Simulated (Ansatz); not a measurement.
`[OH][Al]([F])[SH]` and `[OH][Al]([SH])[Cl]` differ in one element.

Ansatz, PBE0-D4/def2-TZVP geometries, multiplicity 1. Each molecule was computed in one conformer, which needn't be the lowest.

```csv
property,`[OH][Al]([F])[SH]`
HOMO–LUMO gap (PBE/def2-TZVPP) / eV,5.18
"ideal-gas entropy at 298 K and 1 bar (rigid rotor, harmonic PBE0-D4/def2-TZVP) / J/(mol·K)",323
HOMO–LUMO gap (B3LYP/def2-TZVPP) / eV,6.69
LUMO energy (PBE/def2-TZVPP) / eV,-1.61
LUMO energy (PBE0/def2-TZVPP) / eV,-0.76
HOMO energy (PBE/def2-TZVPP) / eV,-6.79
```

(1) Give the same properties after the change, and the shifts. (Estimate.)

Results:

(1) Computed: 
```csv
property,`[OH][Al]([SH])[Cl]`,shift
HOMO–LUMO gap (PBE/def2-TZVPP) / eV,5.17,-0.01
"ideal-gas entropy at 298 K and 1 bar (rigid rotor, harmonic PBE0-D4/def2-TZVP) / J/(mol·K)",334,11
HOMO–LUMO gap (B3LYP/def2-TZVPP) / eV,6.69,0.00
LUMO energy (PBE/def2-TZVPP) / eV,-1.57,0.04
LUMO energy (PBE0/def2-TZVPP) / eV,-0.73,0.03
HOMO energy (PBE/def2-TZVPP) / eV,-6.74,0.05
```

B3LYP here is the variant with VWN-RPA as its local correlation; programs differ in this.
